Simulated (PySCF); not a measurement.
Computed shifts of a molecule C4H7F, PBE0/pcSseg-1 in PySCF, GIAO, gas phase, atoms alike by connectivity averaged where their shifts nearly agree, in ppm (number of nuclei): ¹³C: 180.9 (1), 97.2 (1), 32.3 (1), 15.8 (1). ¹⁹F: -100.4 (1). ¹H: 5.01 (1), 4.73 (1), 2.54 (1), 2.23 (1), 1.46 (3). References: ¹³C against TMS (σ = 186.3 ppm); ¹⁹F against CFCl3 (σ = 167.2 ppm); ¹H against TMS (σ = 31.56 ppm), references at their B3LYP-D3(BJ)/def2-TZVP geometries, non-relativistic. Coordinates come from a TPSSh-D3(BJ)/def2-SVP optimisation. Other conformers were not sampled.

Which structure fits?
A. C=C(F)CC
B. FC1CCC1
C. C=C[C@H](C)F
D. CC1(F)CC1

A, C=C(F)CC
